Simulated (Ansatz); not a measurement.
Consider the substitution at a C–S bond: `BC(=C)SC` + `C1N[SiH2]1` → `BC(=C)N1C[SiH2]1` + CH₃SH.

Isolated molecules relaxed with PBE0-D4/def2-TZVP in Ansatz; ΔE leaves out vibrations. CCSD(T)/CBS adds triple-zeta CCSD(T) − MP2 to the extrapolated MP2 energy (def2 sets, frozen cores). This one scheme is used for every species. DFT in def2-TZVPP. B3LYP here is the variant with VWN-RPA as its local correlation; programs differ in this. One conformer a species, not always the lowest.

```json
{"level": "r2SCAN-D4", "ΔE (kcal/mol)": "-0.3", "difference from CCSD(T)/CBS": "-0.6"}
{"level": "PBE0-D4", "ΔE (kcal/mol)": "-1.0", "difference from CCSD(T)/CBS": "-1.3"}
{"level": "B3LYP-D4", "ΔE (kcal/mol)": "-1.8", "difference from CCSD(T)/CBS": "-2.1"}
{"level": "ωB97X-V", "ΔE (kcal/mol)": "-0.9", "difference from CCSD(T)/CBS": "-1.2"}
{"level": "ωB97M-V", "ΔE (kcal/mol)": "-0.4", "difference from CCSD(T)/CBS": "-0.7"}
{"level": "B2PLYP", "ΔE (kcal/mol)": "-0.9", "difference from CCSD(T)/CBS": "-1.2"}
{"level": "PBE", "ΔE (kcal/mol)": "-0.4", "difference from CCSD(T)/CBS": "-0.7"}
{"level": "r2SCAN", "ΔE (kcal/mol)": "-0.1", "difference from CCSD(T)/CBS": "-0.4"}
{"level": "B3LYP", "ΔE (kcal/mol)": "-1.5", "difference from CCSD(T)/CBS": "-1.8"}
{"level": "HF/def2-TZVPP", "ΔE (kcal/mol)": "-2.5", "difference from CCSD(T)/CBS": "-2.8"}
{"level": "SCS-MP2/def2-TZVPP", "ΔE (kcal/mol)": "-0.5", "difference from CCSD(T)/CBS": "-0.8"}
{"level": "CCSD(T)/def2-TZVPP", "ΔE (kcal/mol)": "-0.4", "difference from CCSD(T)/CBS": "-0.7"}
{"level": "SCS-MP2/def2-QZVPP", "ΔE (kcal/mol)": "-0.1", "difference from CCSD(T)/CBS": "-0.4"}
{"level": "HF/CBS(def2)", "ΔE (kcal/mol)": "-2.5", "difference from CCSD(T)/CBS": "-2.8"}
{"level": "MP2/CBS(def2)", "ΔE (kcal/mol)": "0.6", "difference from CCSD(T)/CBS": "0.3"}
{"level": "CCSD/CBS(def2)", "ΔE (kcal/mol)": "-0.2", "difference from CCSD(T)/CBS": "-0.5"}
{"level": "CCSD(T)/CBS", "ΔE (kcal/mol)": "0.3", "difference from CCSD(T)/CBS": "0"}
```

Largest T1 diagnostic among the species: 0.013.

In def2-TZVPP, CCSD(T) changes the Hartree–Fock value by +2.1 kcal/mol (the triples alone add +0.5 kcal/mol) and MP2 by +2.4 kcal/mol.
